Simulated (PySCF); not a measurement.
CsI, charge -1, doublet, at the geometry of the source list (a state made from the parent by changing its charge; the spin is typed, not shown lowest) (core potentials on Cs, I) (in this run its highest filled SCF level lies above zero, so its values depend strongly on the basis, on diffuse functions most of all). Base run: PySCF with BLYP/def2-TZVP.

Input for PySCF:
```python
from pyscf import gto, scf, dft

mol = gto.M(
    atom='''
Cs   -1.121400   -0.796600   -0.955500
I     1.121400    0.796600    0.955500
''',
    basis='def2-tzvp',
    ecp={'Cs': 'def2-tzvp', 'I': 'def2-tzvp'},
    charge=-1,
    spin=1,
    verbose=4,
)

mf = dft.UKS(mol)
mf.xc = 'blyp'
mf.kernel()
mf.analyze()
```

Each row names what was changed in the base input (with any setting that the change needs).

| change | ΔE vs base (µEh) | grid points | electrons on the grid | outcome |
|---|---|---|---|---|
| base | 0.0 | 45672 | 35.00003 | converged |
| grids.prune = dft.gen_grid.sg1_prune | - | - | - | input refused |
| grids.prune = dft.gen_grid.treutler_prune | -0.3 | 45080 | 35.00003 | converged |
| grids.level = 1 | 286 | 16896 | 34.99999 | converged |
| grids.level = 2 | -30.0 | 29456 | 35.00012 | converged |
| grids.atom_grid = (150, 974) | 54.0 | 144160 | 35.00000 | converged |
| grids.atom_grid = (75, 302) | -31.8 | 26616 | 35.00012 | converged |
| grids.atom_grid = (99, 590) | 37.4 | 58200 | 35.00000 | converged |
| grids.atom_grid = (30, 110) | 178 | 4848 | 34.99958 | converged |
| grids.level = 4 | 36.9 | 66048 | 35.00000 | converged |
| grids.level = 0 | 348 | 6056 | 34.99975 | converged |

Open shells are given as the SCF converged; they aren't shown to be the lowest states, and a large step between rows can be another state.

- grids.prune = dft.gen_grid.sg1_prune: ended with `IndexError: index 55 is out of bounds for axis 0 with size 19`
